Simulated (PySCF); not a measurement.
FRb, charge -1, doublet, geometry from GFN2-xTB (such geometries of metal compounds can be far from the true shape) (a state made from the parent by changing its charge; the spin is typed, not shown lowest) (core potentials on Rb), with bond 1-2 at 2.0 times its length; CAMB3LYP/def2-TZVP (PySCF).

Here is a job for PySCF.
```python
from pyscf import gto, scf, dft

mol = gto.M(
    atom='''
Rb    0.000000    0.000000   -4.015573
F     0.000000    0.000000    2.701386
''',
    basis='def2-tzvp',
    ecp={'Rb': 'def2-tzvp'},
    charge=-1,
    spin=1,
    verbose=4,
)

mf = dft.UKS(mol)
mf.xc = 'camb3lyp'
mf.init_guess = '1e'
mf.kernel()
```

Output, abridged:

```
PySCF version 2.14.0

[INPUT] verbose = 4
[INPUT] num. atoms = 2
[INPUT] num. electrons = 19
[INPUT] charge = -1
[INPUT] spin (= nelec alpha-beta = 2S) = 1
[INPUT] symmetry False subgroup None
[INPUT] Mole.unit = angstrom
[INPUT] Symbol           X                Y                Z      unit          X                Y                Z       unit  Magmom
[...]
nuclear repulsion = 6.38136306690572
number of shells = 24
number of NR pGTOs = 89
number of NR cGTOs = 64
basis = def2-tzvp
ecp = {'Rb': 'def2-tzvp'}

******** <class 'pyscf.dft.uks.UKS'> ********
method = UKS
initial guess = 1e
damping factor = 0
level_shift factor = 0
DIIS = <class 'pyscf.scf.diis.CDIIS'>
diis_start_cycle = 1
diis_space = 8
diis_damp = 0
SCF conv_tol = 1e-09
SCF conv_tol_grad = None
SCF max_cycles = 50
direct_scf = True
direct_scf_tol = 1e-13
number electrons alpha = 10  beta = 9
XC library pyscf.dft.libxc version 7.1.2
    S. Lehtola, C. Steigemann, M. J. T. Oliveira, and M. A. L. Marques,  SoftwareX 7, 1–5 (2018)
XC functionals = camb3lyp
    T. Yanai, D. P. Tew, and N. C. Handy,  Chem. Phys. Lett. 393, 51 (2004)
radial grids:
    Treutler-Ahlrichs [JCP 102, 346 (1995); DOI:10.1063/1.469408] (M4) radial grids

becke partition: Becke, JCP 88, 2547 (1988); DOI:10.1063/1.454033
pruning grids: <function nwchem_prune>
grids dens level: 3
symmetrized grids: False
atomic radii adjust function: <function treutler_atomic_radii_adjust>
small_rho_cutoff = 0
Set gradient conv threshold to 3.16228e-05
Initial guess from hcore.

tot grids = 36176
init E= -107.619088218036

cycle= 1 E= -99.4795598301428  delta_E= 8.14  |g|= 1.73  |ddm|= 7.59

cycle= 2 E= -57.569205596913  delta_E= 41.9  |g|= 9.05  |ddm|= 7.72
cycle= 3 E= -61.9529953547529  delta_E= -4.38  |g|= 8.66  |ddm|= 1.47
cycle= 4 E= -62.1058254922459  delta_E= -0.153  |g|= 8.65  |ddm|= 0.069
cycle= 5 E= -62.1612925184883  delta_E= -0.0555  |g|= 8.64  |ddm|= 0.0346
cycle= 6 E= -62.3730080429951  delta_E= -0.212  |g|= 8.62  |ddm|=  0.1
cycle= 7 E= -62.7877229748173  delta_E= -0.415  |g|= 8.58  |ddm|= 0.178
cycle= 8 E= -62.6644891682089  delta_E= 0.123  |g|= 8.59  |ddm|= 0.0889
cycle= 9 E= -62.1912099822565  delta_E= 0.473  |g|= 8.64  |ddm|= 0.171

cycle= 10 E= -87.3773595143283  delta_E= -25.2  |g|= 1.95  |ddm|= 8.14
cycle= 11 E= -62.7602238128582  delta_E= 24.6  |g|=  8.6  |ddm|= 8.12
cycle= 12 E= -62.7225616245199  delta_E= 0.0377  |g|= 8.61  |ddm|= 0.139
cycle= 13 E= -62.873219197187  delta_E= -0.151  |g|= 8.59  |ddm|= 0.227
[...]

cycle= 19 E= -87.3886723974941  delta_E= -24.4  |g|= 2.03  |ddm|= 7.95
cycle= 20 E= -62.9697345845568  delta_E= 24.4  |g|= 8.58  |ddm|= 7.95
cycle= 21 E= -63.0316477444942  delta_E= -0.0619  |g|= 8.57  |ddm|= 0.0399
cycle= 22 E= -63.0370671445864  delta_E= -0.00542  |g|= 8.57  |ddm|= 0.0336
cycle= 23 E= -63.0231318014306  delta_E= 0.0139  |g|= 8.57  |ddm|= 0.103
cycle= 24 E= -62.9931805491514  delta_E= 0.03  |g|= 8.57  |ddm|= 0.101
cycle= 25 E= -62.9762509802738  delta_E= 0.0169  |g|= 8.58  |ddm|= 0.127
cycle= 26 E= -62.9818076727385  delta_E= -0.00556  |g|= 8.57  |ddm|= 0.0691
cycle= 27 E= -63.0046124616131  delta_E= -0.0228  |g|= 8.57  |ddm|= 0.0424

cycle= 28 E= -87.3832577495509  delta_E= -24.4  |g|= 2.13  |ddm|= 7.88
cycle= 29 E= -63.4677371134406  delta_E= 23.9  |g|= 8.52  |ddm|= 7.87
cycle= 30 E= -63.8492431475269  delta_E= -0.382  |g|= 8.47  |ddm|= 0.373
cycle= 31 E= -63.8485916120217  delta_E= 0.000652  |g|= 8.47  |ddm|= 0.376
cycle= 32 E= -63.7926227888771  delta_E= 0.056  |g|= 8.47  |ddm|= 0.212
cycle= 33 E= -63.6609439800132  delta_E= 0.132  |g|= 8.49  |ddm|= 0.211
cycle= 34 E= -63.636229350833  delta_E= 0.0247  |g|=  8.5  |ddm|= 0.246
cycle= 35 E= -63.5617283197177  delta_E= 0.0745  |g|= 8.51  |ddm|= 0.212
cycle= 36 E= -63.6522419217044  delta_E= -0.0905  |g|=  8.5  |ddm|= 0.176

cycle= 37 E= -87.3824996422802  delta_E= -23.7  |g|= 2.14  |ddm|= 7.91
cycle= 38 E= -63.7878976796053  delta_E= 23.6  |g|= 8.48  |ddm|= 7.91
cycle= 39 E= -63.8212400229204  delta_E= -0.0333  |g|= 8.47  |ddm|= 0.0496
cycle= 40 E= -63.8078119610156  delta_E= 0.0134  |g|= 8.48  |ddm|= 0.227
cycle= 41 E= -63.6788025228835  delta_E= 0.129  |g|= 8.49  |ddm|= 0.194
cycle= 42 E= -63.6963562150945  delta_E= -0.0176  |g|= 8.49  |ddm|= 0.26
cycle= 43 E= -63.7299746853742  delta_E= -0.0336  |g|= 8.48  |ddm|= 0.209
cycle= 44 E= -63.6827965309186  delta_E= 0.0472  |g|= 8.49  |ddm|= 0.186
cycle= 45 E= -63.6725927277087  delta_E= 0.0102  |g|= 8.49  |ddm|= 0.11

cycle= 46 E= -87.3853001673497  delta_E= -23.7  |g|= 2.12  |ddm|= 7.89
cycle= 47 E= -63.6368433384308  delta_E= 23.7  |g|= 8.49  |ddm|= 7.89
cycle= 48 E= -63.5914091064051  delta_E= 0.0454  |g|=  8.5  |ddm|= 0.189
cycle= 49 E= -63.5375780512505  delta_E= 0.0538  |g|= 8.51  |ddm|= 0.256
cycle= 50 E= -63.5432702839621  delta_E= -0.00569  |g|= 8.51  |ddm|= 0.141
SCF not converged.
SCF energy = -63.5432702839621 after 50 cycles  <S^2> = 0.75086998  2S+1 = 2.0008698
```

The run did not converge; its last values are not results.
